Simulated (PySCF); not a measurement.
# Basis-set dependence of excited states

Compound: CH7BN2.
SMILES with atom numbers: `[CH3:1][NH:2][BH:3][NH2:4]` (hydrogens: H5, H6, H7 on C1; H8 on N2; H9 on B3; H10, H11 on N4)

Geometry (PBE0-D3(BJ)/def2-SVP, Å), atoms numbered from 1 in this order:
```
atom  x, y, z in Å
C1    -1.7332    0.1797   -0.1303
N2    -0.3392    0.0518   -0.4513
B3     0.7116   -0.1651    0.4667
N4     2.0657   -0.2743    0.0778
H5    -1.8670    0.0770    0.9558
H6    -2.1500    1.1617   -0.4212
H7    -2.3554   -0.5965   -0.6129
H8    -0.1313    0.1350   -1.4397
H9     0.4372   -0.2621    1.6451
H10    2.8009   -0.4325    0.7495
H11    2.3954   -0.2082   -0.8753
```

TDDFT with PBE0 (PySCF), vertical singlets, core orbitals frozen in the response, spherical d and f functions. Geometry: PBE0-D3(BJ)/def2-SVP, one conformer, isolated molecule.

| basis | functions | diffuse | S1 (eV) | S2 (eV) | S3 (eV) | S4 (eV) | S5 (eV) | LUMO (eV) | α (au) |
| --- | --- | --- | --- | --- | --- | --- | --- | --- | --- |
| 6-31G* | 70 | no | 7.36 | 7.88 | 7.97 | 8.61 | 9.15 | 2.66 | 36.9 |
| 6-31+G* | 86 | yes | 5.40 | 5.87 | 6.33 | 6.60 | 7.07 | 0.20 | 42.7 |
| def2-SVP | 91 | no | 6.75 | 7.27 | 7.83 | 8.02 | 8.59 | 2.02 | 38.7 |
| def2-SVPD | 136 | yes | 5.87 | 6.51 | 6.92 | 7.20 | 7.72 | 0.62 | 47.0 |
| aug-cc-pVDZ | 155 | yes | 5.27 | 5.74 | 6.03 | 6.35 | 6.69 | -0.07 | 48.5 |
| def2-TZVP | 166 | no | 6.14 | 6.73 | 7.23 | 7.36 | 8.01 | 1.12 | 44.5 |
| def2-TZVPD | 211 | yes | 5.54 | 6.12 | 6.47 | 6.99 | 7.23 | 0.24 | 48.2 |

Q: Compare the sets with the largest diffuse one.

A: States are compared by their number. Against the largest diffuse basis here (def2-TZVPD, itself not a converged limit), sets without diffuse functions differ by up to 1.82 eV in S1 and 1.92 eV in S5; the smaller diffuse sets differ by up to 0.33 and 0.55 eV. State by state, the largest deviation of a set without diffuse functions is S1 1.82, S2 1.76, S3 1.50, S4 1.62, S5 1.92 eV. The same number needn't mean the same state in each row. Against def2-TZVPD the polarisability deviates by -23% in 6-31G*, -11% in 6-31+G*, -20% in def2-SVP, -3% in def2-SVPD, +1% in aug-cc-pVDZ, -8% in def2-TZVP. A single + in a Pople set puts diffuse functions on heavy atoms only.
